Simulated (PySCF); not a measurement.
Job file and geometry (Å, from GFN2-xTB) of an NMR shielding run on `C(NC)(C)(C)[SiH2][SiH2]F`, C4H14FNSi2, PySCF, GIAO PBE0/pcSseg-1 NMR shielding, non-relativistic, gas phase; density fitting, a coarse starting grid and PySCF grid level 2 are the driver's defaults:

```
$ OMP_NUM_THREADS=1 python probes_run.py task.json out

{"job": {"kind": "nmr", "xc": "PBE0", "basis": "pcSseg-1"}, "charge": 0, "multiplicity": 1}
C     -1.463392     1.276211     0.856214
N     -0.630799     0.101427     1.008006
C     -0.303302    -0.637871    -0.215789
C     -1.521778    -0.984886    -1.073003
C      0.361033    -1.939136     0.234703
Si     0.989547     0.432552    -1.155538
Si     2.290783     1.417919     0.465821
F      3.572726     2.038458    -0.307933
H     -2.494540     1.062362     0.542269
H     -1.014918     1.945433     0.122416
H     -1.501168     1.794393     1.815259
H     -1.066275    -0.525944     1.680496
H     -1.212613    -1.606216    -1.909774
H     -2.264275    -1.535269    -0.492134
H     -1.990478    -0.090509    -1.476013
H      1.200503    -1.730188     0.894316
H      0.720394    -2.503146    -0.622313
H     -0.348991    -2.565227     0.778092
H      0.291586     1.385221    -2.041985
H      1.689789    -0.450099    -2.107972
H      2.925809     0.542330     1.448778
H      1.759950     2.591570     1.154450
```

Problem. What does the program print?

Solution. 
```
coarse grid: 18424 points
cycle   1  E = -893.6759740990  dE =  5.190e-01  |g| = 6.588e-01  |ddm| = 4.029e+00
cycle   2  E = -893.6089145476  dE =  6.706e-02  |g| = 9.463e-01  |ddm| = 1.460e+00
cycle   3  E = -893.7606079076  dE = -1.517e-01  |g| = 8.250e-02  |ddm| = 8.910e-01
cycle   4  E = -893.7617222483  dE = -1.114e-03  |g| = 3.017e-02  |ddm| = 8.613e-02
cycle   5  E = -893.7619135355  dE = -1.913e-04  |g| = 6.822e-03  |ddm| = 3.279e-02
cycle   6  E = -893.7619231107  dE = -9.575e-06  |g| = 2.715e-03  |ddm| = 1.100e-02
final grid: 166488 points
cycle   7  E = -893.8122243443  dE = -4.926e-05  |g| = 1.075e-02  |ddm| = 3.714e-02
cycle   8  E = -893.8122001772  dE =  2.417e-05  |g| = 1.452e-02  |ddm| = 2.857e-02
cycle   9  E = -893.8122537264  dE = -5.355e-05  |g| = 1.219e-03  |ddm| = 1.738e-02
cycle  10  E = -893.8122540351  dE = -3.087e-07  |g| = 2.894e-04  |ddm| = 1.272e-03
cycle  11  E = -893.8122540511  dE = -1.599e-08  |g| = 7.683e-05  |ddm| = 2.826e-04
cycle  12  E = -893.8122540521  dE = -9.738e-10  |g| = 3.128e-05  |ddm| = 8.643e-05
converged SCF energy = -893.8122540521

GIAO shielding tensors (ppm)
atom      isotropic    diamagn.    paramagn.     s11        s22        s33       span
  0 C      151.350     246.796     -95.446    133.152    139.533    181.365     48.213
  1 N      196.837     321.735    -124.898    156.387    182.677    251.448     95.061
  2 C      138.138     247.937    -109.800    117.036    131.933    165.443     48.407
  3 C      159.879     248.890     -89.011    131.711    161.801    186.127     54.417
  4 C      154.436     248.851     -94.415    134.122    143.725    185.461     51.339
  5 Si     399.947     882.805    -482.858    347.218    367.161    485.461    138.243
  6 Si     343.922     876.126    -532.203    264.029    322.460    445.277    181.248
  7 F      423.683     462.151     -38.468    365.698    435.666    469.685    103.987
  8 H       28.911      30.538      -1.627     23.961     27.305     35.466     11.504
  9 H       29.481      31.934      -2.453     25.338     28.966     34.140      8.802
 10 H       28.961      29.730      -0.769     24.454     26.427     36.001     11.547
 11 H       31.892      35.928      -4.035     23.199     32.186     40.292     17.093
 12 H       30.528      31.232      -0.704     26.691     28.351     36.543      9.852
 13 H       31.277      31.689      -0.412     27.762     28.376     37.693      9.931
 14 H       29.887      31.906      -2.019     25.807     28.655     35.199      9.392
 15 H       30.181      32.208      -2.026     25.804     29.000     35.740      9.936
 16 H       30.368      31.629      -1.261     26.547     27.965     36.593     10.047
 17 H       30.850      32.035      -1.184     27.345     28.589     36.617      9.272
 18 H       27.233      31.253      -4.020     24.296     25.962     31.441      7.145
 19 H       27.622      31.104      -3.482     24.312     26.175     32.381      8.069
 20 H       26.010      29.225      -3.215     22.072     26.721     29.236      7.165
 21 H       26.115      29.081      -2.965     22.002     26.903     29.440      7.437
```

Problem. Turn these shieldings into chemical shifts. References, each an isolated molecule treated in the same way: 13C (186.93 ppm) and 29Si (349.16 ppm) and 1H (31.72 ppm) vs TMS; NH3 for 15N (267.73 ppm); 19F (170.95 ppm) vs CFCl3.

Solution. Averaging equivalent atoms: C 2: 48.8; C 0: 35.6; C 3/4: 29.8; N 1: 70.9; Si 6: 5.2; Si 5: -50.8; F 7: -252.7; H 20/21: 5.65; H 18/19: 4.29; H 8/9/10: 2.60; H 12/13/14/15/16/17: 1.20; H 11: -0.18 ppm. Unscaled 19F shifts against computed CFCl3 carry errors that often reach 10 to 50 ppm. Experimental scales use liquid or dissolved standards, which lie at an offset from isolated NH3 (liquid NH3: subtract about 20 ppm).

Size and cost of the density-fitted run: 220 basis functions, 49 s wall time on 1 thread of an Arm Neoverse V1, shared host; peak memory 1.1 GiB.
